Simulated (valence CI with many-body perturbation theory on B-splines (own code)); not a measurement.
# E1 transitions of Er⁶¹⁺

Computed by configuration interaction combined with many-body perturbation theory (CI+MBPT): five valence electrons over a frozen Dirac-Fock core [He], radial functions for each j: 11 s, 11 p, 10 d, 8 f, 5 g, 2 h, with the one-electron correlation potential Σ1, the two-electron term Σ2, the three-electron term Σ3, Breit, model QED; selected CI, second order for the rest, scaled by the run's own slope (own B-spline code, finite nucleus).

The last digits are not significant, and no measured levels were compared; by estimate large intervals hold to a few tenths of a per cent, small ones and those within an open d or f shell to about a per cent. Among the levels kept, up to 7400 cm⁻¹ of a level comes from second order outside the variational space, and about a tenth of that is noise between levels of different J, which matters for small intervals.

Lines 101 to 150 of 600 in falling wavelength, among levels below 10471 eV, chosen from the strongest by gf and those to the six lowest levels. Wavelengths and rates use the calculated energies. Electric multipoles are in the length gauge with retardation, E1 and E2 with the static RPA response of the core. Weak lines are less certain than strong ones. Lines between different terms over intervals too small for the method are left out, as are lines whose strength nearly cancels. The highest levels of a list are the least certain.

Levels are named by their leading jj configuration (3d3/2^4 stands for four electrons in 3d with j = 3/2), which in mixed levels can hold well under half, so a name can repeat and another be missing. Letters in brackets count levels of one name in rising energy.

```tsv
λ vac (Å)	Upper	Lower	A (s⁻¹)	S (a.u.)
33.21	(2s^2 2p3/2^2 3p3/2) J=7/2	(2s^2 2p3/2^2 3s) J=5/2	6.90e+11	9.97e-02
33.21	(2s 2p1/2 2p3/2^2 3p3/2) J=7/2 [a]	(2s 2p1/2 2p3/2^2 3s) J=5/2 [a]	6.58e+11	9.51e-02
33.21	(2s 2p1/2 2p3/2^2 3d3/2) J=3/2 [a]	(2s 2p1/2 2p3/2^2 3p1/2) J=3/2 [a]	3.40e+11	2.46e-02
33.18	(2p1/2^2 2p3/2^2 3p3/2) J=7/2	(2s 2p1/2 2p3/2^2 3p3/2) J=9/2	9.73e+10	1.40e-02
33.16	(2s^2 2p1/2^2 3d3/2) J=3/2	(2s^2 2p1/2^2 3p1/2) J=1/2	4.45e+11	3.20e-02
33.12	(2s^2 2p3/2^2 3d3/2) J=5/2	(2s^2 2p3/2^2 3p1/2) J=3/2	2.10e+11	2.26e-02
33.11	(2p1/2^2 2p3/2^2 3p3/2) J=7/2	(2p1/2^2 2p3/2^2 3s) J=5/2	4.55e+11	6.53e-02
33.11	(2p1/2^2 2p3/2^2 3p3/2) J=5/2	(2p1/2^2 2p3/2^2 3s) J=5/2	2.45e+11	2.64e-02
33.10	(2s^2 2p1/2 2p3/2 3p3/2) J=3/2 [a]	(2s^2 2p1/2 2p3/2 3s) J=1/2	2.30e+11	1.64e-02
33.10	(2s 2p1/2 2p3/2^2 3d3/2) J=9/2	(2s 2p1/2 2p3/2^2 3p1/2) J=7/2	4.17e+11	7.46e-02
33.09	(2s 2p1/2^2 2p3/2 3d3/2) J=7/2	(2s 2p1/2^2 2p3/2 3p1/2) J=5/2	4.12e+11	5.89e-02
33.08	(2s 2p1/2 2p3/2^2 3d3/2) J=5/2 [c]	(2s 2p1/2 2p3/2^2 3p1/2) J=3/2 [b]	2.96e+11	3.18e-02
33.06	(2s 2p1/2 2p3/2^2 3d3/2) J=1/2 [a]	(2s 2p1/2 2p3/2^2 3p1/2) J=3/2 [a]	4.66e+11	1.66e-02
33.05	(2s^2 2p3/2^2 3p3/2) J=5/2	(2s^2 2p3/2^2 3s) J=5/2	3.62e+11	3.87e-02
33.04	(2s 2p1/2 2p3/2^2 3d3/2) J=7/2 [a]	(2s 2p1/2 2p3/2^2 3p1/2) J=5/2 [a]	4.12e+11	5.86e-02
33.04	(2s^2 2p1/2 2p3/2 3d3/2) J=7/2	(2s^2 2p1/2 2p3/2 3p1/2) J=5/2	4.40e+11	6.27e-02
33.04	(2s 2p1/2 2p3/2^2 3p3/2) J=5/2 [a]	(2s 2p1/2 2p3/2^2 3s) J=5/2 [a]	2.27e+11	2.43e-02
33.01	(2s 2p1/2 2p3/2^2 3d3/2) J=3/2 [d]	(2s 2p1/2 2p3/2^2 3p1/2) J=3/2 [b]	1.44e+11	1.02e-02
33.00	(2s 2p1/2 2p3/2^2 3p3/2) J=3/2 [e]	(2s 2p1/2 2p3/2^2 3s) J=3/2 [b]	1.82e+11	1.29e-02
32.96	(2s 2p1/2 2p3/2^2 3p3/2) J=9/2	(2s 2p1/2 2p3/2^2 3s) J=7/2	6.07e+11	1.07e-01
32.96	(2s 2p1/2 2p3/2^2 3d3/2) J=5/2 [d]	(2s 2p1/2 2p3/2^2 3p1/2) J=3/2 [c]	2.89e+11	3.06e-02
32.96	(2s^2 2p1/2 2p3/2 3p3/2) J=5/2 [a]	(2s^2 2p1/2 2p3/2 3s) J=3/2 [a]	6.91e+11	7.33e-02
32.96	(2s 2p1/2^2 2p3/2 3d3/2) J=1/2 [a]	(2s 2p1/2^2 2p3/2 3p1/2) J=3/2 [a]	4.75e+11	1.68e-02
32.89	(2s 2p1/2^2 2p3/2^2) J=3/2	(2s^2 2p1/2 2p3/2^2) J=5/2	6.66e+10	4.68e-03
32.87	(2s 2p1/2 2p3/2^2 3p3/2) J=3/2 [d]	(2s 2p1/2 2p3/2^2 3s) J=1/2 [a]	6.34e+11	4.44e-02
32.86	(2s 2p1/2^2 2p3/2 3p3/2) J=5/2 [a]	(2s 2p1/2^2 2p3/2 3s) J=3/2 [a]	2.66e+11	2.79e-02
32.86	(2s 2p1/2 2p3/2^2 3d3/2) J=5/2 [a]	(2s 2p1/2 2p3/2^2 3p1/2) J=3/2 [a]	2.00e+11	2.10e-02
32.84	(2s^2 2p1/2 2p3/2 3d3/2) J=3/2 [a]	(2s^2 2p1/2 2p3/2 3p1/2) J=1/2	2.52e+11	1.76e-02
32.82	(2s 2p1/2 2p3/2^2 3p3/2) J=5/2 [d]	(2s 2p1/2 2p3/2^2 3s) J=3/2 [c]	4.44e+11	4.65e-02
32.82	(2s 2p1/2 2p3/2^2 3p3/2) J=7/2 [b]	(2s 2p1/2 2p3/2^2 3s) J=7/2	3.84e+11	5.37e-02
32.81	(2p1/2^2 2p3/2^2 3d3/2) J=5/2	(2p1/2^2 2p3/2^2 3p1/2) J=5/2	1.31e+11	1.37e-02
32.81	(2s^2 2p3/2^2 3d3/2) J=1/2	(2s^2 2p3/2^2 3p1/2) J=3/2	4.70e+11	1.64e-02
32.77	(2p1/2^2 2p3/2^2 3p3/2) J=3/2 [a]	(2s 2p1/2 2p3/2^2 3p3/2) J=5/2 [b]	1.36e+11	9.45e-03
32.74	(2p1/2^2 2p3/2^2 3d3/2) J=7/2	(2p1/2^2 2p3/2^2 3p1/2) J=5/2	3.10e+11	4.29e-02
32.73	(2s 2p1/2 2p3/2^2 3d3/2) J=3/2 [d]	(2s 2p1/2 2p3/2^2 3p1/2) J=1/2 [b]	1.73e+11	1.20e-02
32.72	(2p1/2^2 2p3/2^2 3d3/2) J=3/2	(2p1/2^2 2p3/2^2 3p1/2) J=3/2	2.17e+11	1.50e-02
32.72	(2s 2p1/2^2 2p3/2 3p3/2) J=7/2	(2s 2p1/2^2 2p3/2 3s) J=5/2	5.96e+11	8.24e-02
32.66	(2s 2p1/2 2p3/2^2 3p3/2) J=3/2 [e]	(2s 2p1/2 2p3/2^2 3s) J=1/2 [b]	2.89e+11	1.99e-02
32.65	(2p1/2^2 2p3/2^2 3p3/2) J=3/2 [a]	(2s 2p1/2 2p3/2^2 3p3/2) J=3/2 [c]	3.73e+11	2.56e-02
32.56	(2p1/2^2 2p3/2^2 3d3/2) J=5/2	(2p1/2^2 2p3/2^2 3p1/2) J=3/2	1.51e+11	1.55e-02
32.53	(2s 2p1/2 2p3/2^2 3p3/2) J=3/2 [f]	(2s 2p1/2 2p3/2^2 3s) J=3/2 [d]	2.33e+11	1.58e-02
32.51	(2s 2p1/2^2 2p3/2 3p3/2) J=1/2 [a]	(2s 2p1/2^2 2p3/2 3s) J=3/2 [a]	5.99e+11	2.03e-02
32.45	(2s 2p1/2 2p3/2^2 3p3/2) J=5/2 [e]	(2s 2p1/2 2p3/2^2 3s) J=5/2 [c]	1.20e+11	1.21e-02
32.43	(2s 2p1/2^2 2p3/2 3d3/2) J=1/2 [b]	(2s 2p1/2^2 2p3/2 3p1/2) J=1/2	3.63e+11	1.22e-02
32.41	(2s^2 2p1/2 2p3/2 3d3/2) J=1/2 [a]	(2s^2 2p1/2 2p3/2 3p1/2) J=1/2	4.13e+11	1.39e-02
32.34	(2s^2 2p3/2^2 3p3/2) J=3/2 [b]	(2s^2 2p3/2^2 3s) J=1/2	6.36e+11	4.25e-02
32.32	(2s^2 2p1/2^2 3p3/2) J=3/2	(2s^2 2p1/2^2 3s) J=1/2	7.19e+11	4.79e-02
32.29	(2s^2 2p1/2 2p3/2 3p3/2) J=3/2 [a]	(2s^2 2p1/2 2p3/2 3s) J=3/2 [a]	1.35e+11	9.00e-03
32.27	(2s 2p1/2 2p3/2^2 3d3/2) J=7/2 [b]	(2s 2p1/2 2p3/2^2 3p1/2) J=7/2	2.63e+11	3.49e-02
32.26	(2s 2p1/2 2p3/2^2 3p3/2) J=5/2 [e]	(2s 2p1/2 2p3/2^2 3s) J=3/2 [d]	2.79e+11	2.77e-02
```
